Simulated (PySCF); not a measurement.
**Energy of Zr (zirconium, neutral) between two integer charges**

The 5s beta orbital of [Kr] 4d2 5s2 is emptied in steps (occupation f), with all orbitals relaxed, ending at [Kr] 4d2 5s1. Computed with PySCF 2.14 in def2-TZVPPD with the def2 core potential (28 electrons) (6s4p3d2f1g, 56 functions), with scalar relativity through the core potential. The exact energy is a straight line in f; departures are measured from the line between the end points of the same method.

Among UHF, LDA, PBE, which shows the largest delocalisation error (convex curve), and which is closest to linear?

Most convex: LDA (-0.633 eV at f = 0.5); closest to linear: UHF (0.037 eV).

| f | UHF (eV) | LDA (eV) | PBE (eV) |
| --- | --- | --- | --- |
| 1 | 0.000 | 0.000 | 0.000 |
| 0.75 | 0.030 | -0.473 | -0.453 |
| 0.5 | 0.037 | -0.633 | -0.607 |
| 0.25 | 0.026 | -0.476 | -0.456 |
| 0 | 0.000 | 0.000 | 0.000 |

```csv
method,E(f=0) − E(f=1) (eV),−ε at f=1 (eV),−ε at f=0.5 (eV)
UHF,5.195,5.365,5.185
LDA,6.749,4.240,6.741
PBE,6.452,4.049,6.441
```

Reference removal energy between the ground levels: 6.634 eV (measured; NIST Atomic Spectra Database, ionization energies). The calculation has no spin-orbit coupling. UHF lacks correlation.
